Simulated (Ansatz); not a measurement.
Reactions of CH6BNSi, SMILES `B1CN[SiH2]1`.

Gas-phase electronic energies from Ansatz, PBE0-D4/def2-TZVP geometries. CBS: MP2 limit from def2 TZ/QZ plus the TZ coupled-cluster correction, frozen cores. This one scheme is used for every species, atoms too. Functionals use def2-TZVPP. No spin–orbit coupling; open shells (•) take unrestricted orbitals. Spin–orbit coupling would lower the free atoms: a little for B, C, Si. One conformer a species, not always the lowest.

```json
{"reaction": "`B1CN[SiH2]1` → `CB1N[SiH2]1`", "revPBE-D4 (kcal/mol)": "-38.5", "CCSD/CBS(def2) (kcal/mol)": "-36.8", "LDA (SPW92) (kcal/mol)": "-40.6", "r2SCAN-D4 (kcal/mol)": "-40.7"}
{"reaction": "`B1CN[SiH2]1` → `[SiH3]N1BC1`", "revPBE-D4 (kcal/mol)": "-21.1", "CCSD/CBS(def2) (kcal/mol)": "-21.4", "LDA (SPW92) (kcal/mol)": "-20.0", "r2SCAN-D4 (kcal/mol)": "-23.0"}
{"reaction": "`B1CN[SiH2]1` → `C=NB[SiH3]`", "revPBE-D4 (kcal/mol)": "-21.6", "CCSD/CBS(def2) (kcal/mol)": "-14.9", "LDA (SPW92) (kcal/mol)": "-17.8", "r2SCAN-D4 (kcal/mol)": "-20.2"}
{"reaction": "`B1CN[SiH2]1` → `NB1C[SiH2]1`", "revPBE-D4 (kcal/mol)": "-25.4", "CCSD/CBS(def2) (kcal/mol)": "-21.6", "LDA (SPW92) (kcal/mol)": "-28.6", "r2SCAN-D4 (kcal/mol)": "-26.6"}
{"reaction": "`B1CN[SiH2]1` → B• + C• + 6 H• + N• + Si•", "revPBE-D4 (kcal/mol)": "825.7", "CCSD/CBS(def2) (kcal/mol)": "816.5", "LDA (SPW92) (kcal/mol)": "945.7", "r2SCAN-D4 (kcal/mol)": "831.2"}
```

Q: Give the CCSD(T)/CBS values in the same order. (Best estimate.)

A: The calculation gave: -37.9, -21.8, -16.3, -22.8, 827.5 kcal/mol.

Largest T1 diagnostic: 0.017, for `C=NB[SiH3]`.
